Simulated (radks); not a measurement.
Values are calculated unless marked as measured or tabulated.
All-electron atom: La4+ in [Kr] 4d10 5s2 5p5. Level of theory: Dirac Kohn-Sham, PBE, spin-unpolarised, spherical densities, point nucleus; open shells are shared between the two j in proportion to 2j + 1 (a radial shooting solver on a logarithmic mesh with Libxc functionals).

Normalised radial functions P(r) = r R(r) (large component), r in bohr:

r	4p3/2	5p1/2
0.003062	0.0095	0.0081
0.004052	0.0160	0.0120
0.005318	0.0262	0.0177
0.007037	0.0431	0.0266
0.00931	0.0698	0.0399
0.01222	0.1091	0.0585
0.01617	0.1680	0.0851
0.02139	0.2488	0.1199
0.02808	0.3460	0.1595
0.03716	0.4510	0.1987
0.04916	0.5258	0.2202
0.06453	0.5127	0.2002
0.08538	0.3436	0.1124
0.113	-0.0125	-0.0475
0.1483	-0.4556	-0.2254
0.1962	-0.7733	-0.3218
0.2596	-0.6502	-0.2106
0.3407	-0.0148	0.0992
0.4508	0.8527	0.4224
0.5965	1.3665	0.4414
0.783	1.2398	0.0524
1.036	0.7244	-0.5268
1.371	0.2721	-0.8891
1.799	0.0649	-0.8376
2.381	0.0080	-0.5042
3.15	0.0004	-0.1913
4.135	0.0000	-0.0437
5.471	0.0000	-0.0047

4p3/2: eigenvalue -232.39 eV, 2 radial nodes at r = 0.112, 0.342 bohr, <r> = 0.701 bohr, 90 % of the charge inside 1.02 bohr. 5p1/2: eigenvalue -58.969 eV, 3 radial nodes at r = 0.105, 0.316, 0.804 bohr, <r> = 1.66 bohr, 90 % of the charge inside 2.39 bohr.
